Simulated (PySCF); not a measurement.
Radial density of Au⁺ (gold, charge +1)

wB97X, [Xe] 4f14 5d9 6s1, high-spin 3D determinant (an excited configuration). Computed with PySCF 2.14 in aug-cc-pVDZ-PP with ECP60MDF (5s5p4d2f, 54 functions), with a scalar-relativistic core potential. This is the valence pseudo-density: the core potential removes the inner electrons and smooths the orbitals near the nucleus.

```json
{"r (bohr)": "0.0735", "4πr²ρ (e/bohr)": "1.177e-05", "4πr²(ρα − ρβ)": "0.0000"}
{"r (bohr)": "0.124", "4πr²ρ (e/bohr)": "9.312e-05", "4πr²(ρα − ρβ)": "0.0000"}
{"r (bohr)": "0.208", "4πr²ρ (e/bohr)": "0.001541", "4πr²(ρα − ρβ)": "0.0001"}
{"r (bohr)": "0.350", "4πr²ρ (e/bohr)": "0.1031", "4πr²(ρα − ρβ)": "0.0052"}
{"r (bohr)": "0.588", "4πr²ρ (e/bohr)": "4.694", "4πr²(ρα − ρβ)": "0.1896"}
{"r (bohr)": "0.989", "4πr²ρ (e/bohr)": "16.77", "4πr²(ρα − ρβ)": "0.7391"}
{"r (bohr)": "1.66", "4πr²ρ (e/bohr)": "7.017", "4πr²(ρα − ρβ)": "0.9114"}
{"r (bohr)": "2.80", "4πr²ρ (e/bohr)": "1.166", "4πr²(ρα − ρβ)": "0.4515"}
{"r (bohr)": "4.71", "4πr²ρ (e/bohr)": "0.06647", "4πr²(ρα − ρβ)": "0.0477"}
{"r (bohr)": "7.92", "4πr²ρ (e/bohr)": "4.301e-05", "4πr²(ρα − ρβ)": "0.0000"}
{"r (bohr)": "13.3", "4πr²ρ (e/bohr)": "2.410e-05", "4πr²(ρα − ρβ)": "0.0000"}
```

Energies and moments cover only the electrons outside the core potential. Spin-orbit coupling, absent here, splits the open shell strongly.
